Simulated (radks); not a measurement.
Question: Species: Rh19+. Configuration: [Ar] 3d8. Calculated with a radial shooting solver on a logarithmic mesh with Libxc functionals: scalar-relativistic Kohn-Sham, exchange-only LDA, spin-polarised, spherical densities, point nucleus; open shells are filled with parallel spins first (spin-orbit coupling, left out, can overturn this in heavy ions). Some entries of the table are withheld. Estimate them.

orbital,occ.,eigenvalue (hartree),<r^2> (bohr^2)
1s up,1,-866.9400,0.001441
1s down,1,-866.9359,0.001441
2s up,1,-143.6818,0.02369
2s down,1,-143.5206,0.02367
2p up,3,-131.0966,0.01862
2p down,3,-130.9715,0.01859
3s up,1,-41.19428,0.1643
3s down,1,-41.00173,0.1648
3p up,3,-37.04896,(1)
3p down,3,-36.85437,(2)
3d up,5,-30.60556,0.1421
3d down,3,-30.38307,0.1429

Answer: 
(1) 3p up <r^2> (bohr^2): 0.1633
(2) 3p down <r^2> (bohr^2): 0.1639
